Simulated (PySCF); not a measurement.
`InChI=1S/C7H16N2Si/c10-7-4-5-9(8-7)6-2-1-3-6/h6-8H,1-5H2,10H3/t7-/m1/s1`

Molfile (atoms numbered from 1):
```
C7H16N2Si
     RDKit          3D

 26 27  0  0  0  0  0  0  0  0999 V2000
    2.4071    1.3009    0.6450 Si  0  0  0  0  0  4  0  0  0  0  0  0
    2.0326   -0.5749    0.7186 C   0  0  2  0  0  0  0  0  0  0  0  0
    2.0757   -1.2799   -0.6446 C   0  0  0  0  0  0  0  0  0  0  0  0
    0.6518   -1.0581   -1.1626 C   0  0  0  0  0  0  0  0  0  0  0  0
   -0.1853   -0.8389    0.0263 N   0  0  0  0  0  0  0  0  0  0  0  0
   -0.9963    0.3545   -0.0473 C   0  0  0  0  0  0  0  0  0  0  0  0
   -2.1229    0.3037   -1.0943 C   0  0  0  0  0  0  0  0  0  0  0  0
   -3.1241    0.7336   -0.0123 C   0  0  0  0  0  0  0  0  0  0  0  0
   -2.0572    0.4685    1.0597 C   0  0  0  0  0  0  0  0  0  0  0  0
    0.6584   -0.8018    1.1808 N   0  0  0  0  0  0  0  0  0  0  0  0
    3.8577    1.4709    0.7705 H   0  0  0  0  0  0  0  0  0  0  0  0
    1.6933    1.9575    1.7343 H   0  0  0  0  0  0  0  0  0  0  0  0
    2.0127    1.8622   -0.6509 H   0  0  0  0  0  0  0  0  0  0  0  0
    2.7176   -1.0459    1.4285 H   0  0  0  0  0  0  0  0  0  0  0  0
    2.2728   -2.3475   -0.5182 H   0  0  0  0  0  0  0  0  0  0  0  0
    2.8263   -0.8652   -1.3149 H   0  0  0  0  0  0  0  0  0  0  0  0
    0.6092   -0.1871   -1.8253 H   0  0  0  0  0  0  0  0  0  0  0  0
    0.2759   -1.9272   -1.7094 H   0  0  0  0  0  0  0  0  0  0  0  0
   -0.3863    1.2680   -0.1302 H   0  0  0  0  0  0  0  0  0  0  0  0
   -2.0179    0.9688   -1.9490 H   0  0  0  0  0  0  0  0  0  0  0  0
   -2.2932   -0.7112   -1.4453 H   0  0  0  0  0  0  0  0  0  0  0  0
   -3.3964    1.7847   -0.0856 H   0  0  0  0  0  0  0  0  0  0  0  0
   -4.0319    0.1386    0.0595 H   0  0  0  0  0  0  0  0  0  0  0  0
   -2.1955   -0.4809    1.5693 H   0  0  0  0  0  0  0  0  0  0  0  0
   -1.8976    1.2525    1.7951 H   0  0  0  0  0  0  0  0  0  0  0  0
    0.5923   -1.7231    1.6157 H   0  0  0  0  0  0  0  0  0  0  0  0
  1  2  1  0
  2  3  1  0
  3  4  1  0
  4  5  1  0
  5  6  1  0
  6  7  1  0
  7  8  1  0
  8  9  1  0
  5 10  1  0
 10  2  1  0
  9  6  1  0
  1 11  1  0
  1 12  1  0
  1 13  1  0
  2 14  1  1
  3 15  1  0
  3 16  1  0
  4 17  1  0
  4 18  1  0
  6 19  1  0
  7 20  1  0
  7 21  1  0
  8 22  1  0
  8 23  1  0
  9 24  1  0
  9 25  1  0
 10 26  1  0
M  END
```

The calculation used GIAO BP86/STO-3G magnetisability, rotational g tensor and spin-rotation constants, non-relativistic, gas phase (PySCF 2.14.0). Geometry: GFN2-xTB.

Give the nuclear spin-rotation constants along the inertial axes (H = +C I·J) beside the isotropic shieldings.

Rotational constants 1.9995, 0.7417, 0.6577 GHz. A star marks the isotopologue with that one atom substituted, in its own axes.
| atom | isotope | Caa (kHz) | Cbb (kHz) | Ccc (kHz) | mean (kHz) | σ (ppm) |
| --- | --- | --- | --- | --- | --- | --- |
| N5 | 14N | 0.071 | 0.038 | 0.028 | 0.046 | 222.6 |
| N10 | 14N | 0.082 | 0.036 | 0.029 | 0.049 | 220.1 |
| H11 | 1H | 0.036 | -0.069 | -0.062 | -0.032 | 31.2 |
| H12 | 1H | -0.142 | -0.018 | -0.047 | -0.069 | 30.9 |
| H13 | 1H | -0.162 | -0.070 | 0.001 | -0.077 | 31.3 |
| H14 | 1H | -0.096 | -0.082 | -0.027 | -0.068 | 31.3 |
| H15 | 1H | -0.205 | -0.027 | -0.039 | -0.090 | 31.4 |
| H16 | 1H | -0.136 | -0.081 | -0.019 | -0.079 | 31.7 |
| H17 | 1H | -0.224 | -0.067 | 0.002 | -0.096 | 31.4 |
| H18 | 1H | -0.185 | 0.011 | -0.071 | -0.082 | 30.9 |
| H19 | 1H | -0.139 | -0.035 | -0.044 | -0.073 | 30.9 |
| H20 | 1H | -0.222 | -0.084 | 0.014 | -0.097 | 31.8 |
| H21 | 1H | -0.218 | 0.015 | -0.070 | -0.091 | 31.4 |
| H22 | 1H | -0.195 | -0.022 | -0.048 | -0.088 | 31.6 |
| H23 | 1H | -0.059 | -0.065 | -0.055 | -0.060 | 31.8 |
| H24 | 1H | -0.221 | -0.060 | 0.001 | -0.093 | 31.1 |
| H25 | 1H | -0.212 | 0.014 | -0.071 | -0.090 | 31.4 |
| H26 | 1H | -0.264 | -0.051 | -0.007 | -0.108 | 31.1 |
| Si1 | 29Si* | -0.763 | -0.231 | -0.230 | -0.408 | 571.0 |
| C2 | 13C* | 0.145 | 0.087 | 0.085 | 0.106 | 188.5 |
| C3 | 13C* | 0.170 | 0.067 | 0.074 | 0.104 | 194.9 |
| C4 | 13C* | 0.209 | 0.095 | 0.077 | 0.127 | 181.1 |
| C6 | 13C* | 0.255 | 0.084 | 0.076 | 0.138 | 180.4 |
| C7 | 13C* | 0.122 | 0.074 | 0.065 | 0.087 | 201.5 |
| C8 | 13C* | 0.195 | 0.055 | 0.043 | 0.098 | 206.3 |
| C9 | 13C* | 0.128 | 0.070 | 0.069 | 0.089 | 200.8 |

For the geometry as given, no vibrational averaging.
